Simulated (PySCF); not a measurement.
# Electric field gradients and quadrupole coupling constants

Species: C6H15ClSi2.
SMILES with atom numbers: `[CH3:1][CH:2]([CH3:3])[CH2:4]/[CH:5]=[C:6](\[Cl:7])[SiH2:8][SiH3:9]` (hydrogens: H10, H11, H12 on C1; H13 on C2; H14, H15, H16 on C3; H17, H18 on C4; H19 on C5; H20, H21 on Si8; H22, H23, H24 on Si9)

Cartesian coordinates in Å at the GFN2-xTB level; atoms count from 1:
```xyz
24
C6H15ClSi2 angstrom
C     -1.4487   -0.1930   -1.3493
C     -2.0561   -0.0943    0.0472
C     -3.4077   -0.8023    0.0925
C     -1.1030   -0.7004    1.0917
C      0.1573    0.0913    1.2027
C      1.3837   -0.2770    0.8585
Cl     1.6767   -1.8701    0.2063
Si     2.9551    0.7741    0.9074
Si     3.6480    1.1862   -1.2611
H     -1.2885   -1.2349   -1.6185
H     -0.4911    0.3219   -1.3901
H     -2.1124    0.2535   -2.0864
H     -2.2063    0.9642    0.2903
H     -3.8697   -0.6937    1.0715
H     -4.0803   -0.3822   -0.6523
H     -3.2858   -1.8635   -0.1141
H     -1.6030   -0.7039    2.0645
H     -0.8774   -1.7320    0.8184
H      0.0459    1.0964    1.5890
H      2.5970    1.9749    1.6767
H      3.9163    0.0183    1.7198
H      3.9931   -0.0308   -1.9979
H      2.6110    1.8703   -2.0413
H      4.8341    2.0469   -1.2788
```

Field gradients from the PBE0/pcSseg-1 density (PySCF, non-relativistic), principal values in atomic units, ordered |Vxx| ≤ |Vyy| ≤ |Vzz|:

```
atom      Vxx      Vyy     Vzz
 Cl7  -1.6530  -1.9980  3.6510
```

Task: Find the asymmetry η = (Vxx − Vyy)/Vzz and the couplings χ = eQV/h (234.96 MHz × Q in barn × V in au), with Q(35Cl) = −0.0817 b.

Result: 
```json
{"atom": "Cl7", "environment": "vinyl chlorine", "nucleus": "35Cl", "η": "0.09", "χzz (MHz)": "-70.09", "χxx (MHz)": "31.73", "χyy (MHz)": "38.35"}
```

The tensor is traceless: Vxx + Vyy + Vzz = 0.

Task: What is Vzz at Cl7 in SI units (1 au = 9.71736 × 10²¹ V/m²)?

Result: 3.6510 au = 35.478 × 10²¹ V/m².

Were the hydrogens deuterons (Q(2H) = 0.00286 b), χzz would run from 107 kHz (H20) to 216 kHz (H19).

One conformer (not necessarily the lowest) at the GFN2-xTB geometry, without solvent, vibrations or thermal averaging. GFN2-xTB bond lengths can be off by several hundredths of an ångström, more for odd bonds, and the gradients follow them. A larger basis could move these couplings by a tenth or more.

These values come from a run that also computed NMR shieldings. On one thread of an Arm Neoverse V1, shared host, this took 88 s of wall time (grids of density and orbitals included) and 1.1 GiB of memory at its peak.
